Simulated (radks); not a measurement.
Tb I, 65 electrons, occupied as [Xe] 4f9 6s2. All-electron calculation, scalar-relativistic Kohn-Sham, BLYP, spin-unpolarised, spherical densities, finite nucleus; Fermi nuclear charge, rms radius 5.06 fm. Program: a radial shooting solver on a logarithmic mesh with Libxc functionals.

X-ray form factor f0, the Fourier transform of the density (f0(0) = 65):

sin(theta)/lambda (1/angstrom)  f0 (electrons)
0.05                                    63.665
0.1                                     60.681
0.15                                    57.302
0.2                                     53.855
0.25                                    50.413
0.3                                     47.089
0.4                                     41.153
0.5                                     36.265
0.6                                     32.207
0.8                                     25.837
1                                       21.341
1.25                                    17.748
1.5                                     15.426
2                                       11.841
